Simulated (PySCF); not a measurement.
Correlation energy of Ne²⁺ (neon, charge +2)

[He] 2s2 2p4, high-spin 3P determinant. Computed with PySCF 2.14 in jorge-DZP-DKH (4s2p1d, 15 functions), with the spin-free X2C one-electron Hamiltonian (Gaussian nucleus). Frozen: 1s2; 6 electrons correlated.

MP2 pair energies summed by pair of shells (mhartree):

| pair | energy | share (%) |
| --- | --- | --- |
| 2s-2p | -40.11 | 47.4 |
| 2p-2p | -37.19 | 44.0 |
| 2s-2s | -7.31 | 8.6 |

Total MP2 correlation energy: -84.61 mhartree.

Same-spin part -19.16 and opposite-spin part -65.44 mhartree; SCS-MP2 scales them by 1/3 and 6/5 to -84.92 mhartree.

| level | correlation energy (mhartree) |
| --- | --- |
| CCSD | -96.08 |
| (T) | -0.54 |
| CCSD(T) | -96.62 |

Diagnostics: T1 = 0.0030, D1 = 0.0048, largest double amplitude 0.025.

**Question.** Is a single reference adequate?

**Answer.** Yes: T1 lies below 0.03 and no double amplitude reaches 0.07.
